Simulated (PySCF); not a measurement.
## Spin–orbit doublets of 2p levels

Species: CH7GePS.
Cartesian coordinates in Å at the PBE0-D3(BJ)/def2-SVP level; atoms count from 1:
```
atom  x, y, z in Å
C1    -2.2447   -0.1338    0.2028
S2    -0.8629    0.7896    0.9450
Ge3    0.8478   -0.1590   -0.1081
P4     2.7287    0.8960    0.7513
H5    -2.2894    0.0075   -0.8867
H6    -2.1862   -1.2062    0.4375
H7    -3.1650    0.2718    0.6456
H8     0.9160   -1.6641    0.2307
H9     0.6661    0.0036   -1.6340
H10    3.5899    0.3144   -0.2313
H11    2.5186    2.0806   -0.0196
```

Computed, not measured: PySCF, delta-SCF UKS SCAN, pcX-2 on the ionised atom, pcseg-1 elsewhere, spin-free X2C. Binding energies are ΔSCF values: E(core-ionised, relaxed orbitals) − E(ground state) at a fixed geometry, referred to the vacuum level. The 2p values add to the ΔSCF energy of one spin-free hole a correction within the shell (spin–orbit coupling, ligand field). The splitting includes the ligand field, and 2p3/2 is the mean of two sublevels.

When a 2p electron fills a 1s hole, the emitted photon carries the energy difference of the two hole states (Kα1 from 2p3/2, Kα2 from 2p1/2), here at the ground state's geometry.

```json
{"atom": "P4", "Kα1 (eV)": "2013.54", "Kα2 (eV)": "2012.65", "2p3/2 binding energy (eV)": "136.43"}
```

**Question.** What are the 1s and 2p1/2 binding energies?

**Answer.** 1s = Kα1 + 2p3/2, and 2p1/2 = 1s − Kα2:

```tsv
atom	environment	1s (eV)	2p1/2 (eV)
P4	three-coordinate phosphorus	2149.97	137.32
```

**Question.** And the 1s levels of the other atoms?

**Answer.** C1 (S-methyl carbon) 291.31 eV; S2 (sulfur bonded to C and Ge) 2476.49 eV.

Not every level is listed. No level of germanium is listed. Isolated species at its PBE0-D3(BJ)/def2-SVP geometry (one conformer only).

Time: 18 s wall; peak memory 0.51 GiB. Hardware: one thread of an Arm Neoverse V2, on a shared host.
